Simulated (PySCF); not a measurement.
C5H3F, SMILES C#CC(F)C#C. Heavy atoms are numbered as in [CH:1]#[C:2][CH:3]([F:4])[C:5]#[CH:6]. Hydrogens are named by the atom that carries them.

Coordinates come from a B3LYP-D3(BJ)/def2-SVP optimisation.

Method: PBE0/pcSseg-1 (PySCF).

GIAO shieldings, no solvent; atoms alike by connectivity are averaged. δ = σ(ref) − σ: ¹³C against TMS (σ = 186.3 ppm); ¹⁹F against CFCl3 (σ = 167.2 ppm); ¹H against TMS (σ = 31.56 ppm), references at their B3LYP-D3(BJ)/def2-TZVP geometries, non-relativistic.

### Question
Estimate the chemical shifts. (The exact figures need the calculation; the answer reports its results.)

### Answer

| nucleus | atoms | count | δ (ppm) |
|---|---|---|---|
| ¹³C | C1 (CH) | 2 | 85.9 |
| ¹³C | C2 | 2 | 82.2 |
| ¹³C | C3 (CH) | 1 | 73.9 |
| ¹⁹F | F4 | 1 | -201.5 |
| ¹H | H on C3 | 1 | 5.94 |
| ¹H | H on C1 | 2 | 2.92 |
